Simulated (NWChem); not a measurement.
Ionisation of arsine (H$_{3}$As)

```
As
H 1 1.5406
H 1 1.5406 2 91.12
H 1 1.5406 2 91.12 3 -91.15
```
Charge 0, spin multiplicity 1.

Everything below was run with NWChem. All single points use one geometry, from PBE/def2-SVP, a minimum by its harmonic frequencies.

Basis set: def2-TZVP. −ε marks an orbital energy of the parent.

The Hamiltonian is non-relativistic. B3LYP has NWChem's definition, with VWN1-RPA local correlation.

Task: For the first vertical ionisation energy, −ε(HOMO) of HF gives 10.45 eV and −ε(HOMO) of PBE0 gives 7.89 eV. What do −ε(HOMO) of B3LYP, −ε(HOMO) of PBE give?

Result: −ε(HOMO) of B3LYP: 7.70 eV; −ε(HOMO) of PBE: 6.76 eV.
